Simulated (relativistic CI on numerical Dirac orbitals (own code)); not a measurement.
A reference radial Dirac CI calculation of Sb³⁺ gave the lowest total energy -6470.87626 Ha in 22 SCF steps, from this input:

```
atom Sb  Z=51  charge=3  electrons=48
nucleus A=121  rms_radius_fm=4.6802
hamiltonian dirac-coulomb  breit=on  qed=on  c_scale=1
orbitals kli  potential=per-configuration
slater_scale 1
correlation none
mixing on
grid step=0.0125 r_max=50.3
scf mixing=0.4 start=green max_iterations=150 tolerance=2e-08 node_fill=0.05
configurations
  [Kr] 4d10 5s2
  [Kr] 4d10 5s 5p
end
```

One setting was then changed (and the iteration limit cut to 63), and the output read:

```
SCF 1: [Kr] 4d10 5s2
 iter      energy (Ha)   residual   last orbital (Ha)
    1     -6457.698571   2.96e+00     -2.48812
    2     -6478.059080   9.70e-01     -1.71931
    3     -6477.301185   1.68e-01     -1.39948
    4     -6478.109216   1.24e-01     -1.37407
    5     -6477.781355   4.08e-02     -1.32481
    6     -6477.672471   5.37e-03     -1.30082
    7     -6477.691067   1.11e-03     -1.30272
    8     -6477.688178   1.49e-04     -1.30238
    9     -6477.687738   2.07e-05     -1.30231
   10     -6477.687781   3.26e-06     -1.30232
   11     -6477.687788   2.17e-07     -1.30232
   12     -6477.687789   1.92e-07     -1.30232
   13     -6477.687789   1.99e-09     -1.30232
SCF 2: [Kr] 4d10 5s 5p
 iter      energy (Ha)   residual   last orbital (Ha)
    1     -6457.497166   2.94e+00     -1.91079
    2     -6477.749319   9.68e-01     -1.32151
    3     -6477.015155   1.69e-01     -1.09311
    4     -6477.773518   1.16e-01     -1.06428
    5     -6477.453348   3.66e-02     -1.03053
    6     -6477.350285   6.06e-03     -1.01472
    7     -6477.367493   5.07e-04     -1.01522
    8     -6477.367827   5.96e-05     -1.01519
    9     -6477.367864   3.59e-05     -1.01518
   10     -6477.367952   4.49e-06     -1.01518
   11     -6477.367961   8.76e-08     -1.01519
   12     -6477.367961   2.49e-08     -1.01519
   13     -6477.367961   9.05e-10     -1.01519
orbital energies (Ha): 3d3/2 -18.8005  3d5/2 -18.4656  4s -6.0146  4p1/2 -4.5379  4p3/2 -4.2456  4d3/2 -1.9665  4d5/2 -1.9270  5s -1.3023
configuration averages (Ha): Dirac-Coulomb, Breit, QED
  5s2                          -6477.687789    4.646253    3.140935
  5s 5p                        -6477.367961    4.646234    3.140213
levels: no., configuration, term, J, E (cm-1), weight
   1 5s2                    1S   0                0.0  1.00
   2 5s 5p                  3P*  0            54888.4  1.00
   3 5s 5p                  3P*  1            57663.9  0.99
   4 5s 5p                  3P*  2            64474.6  1.00
   5 5s 5p                  1P*  1            96707.2  0.99
lowest total energy -6469.900601 Ha
end: converged
```

Question: Which setting was changed?
A. start potential
B. speed of light
C. QED terms
D. node fill of the KLI weights

Answer: D. The node fill of the KLI weights 50. This setting is bad on purpose; its numbers may not be properties of the ion.
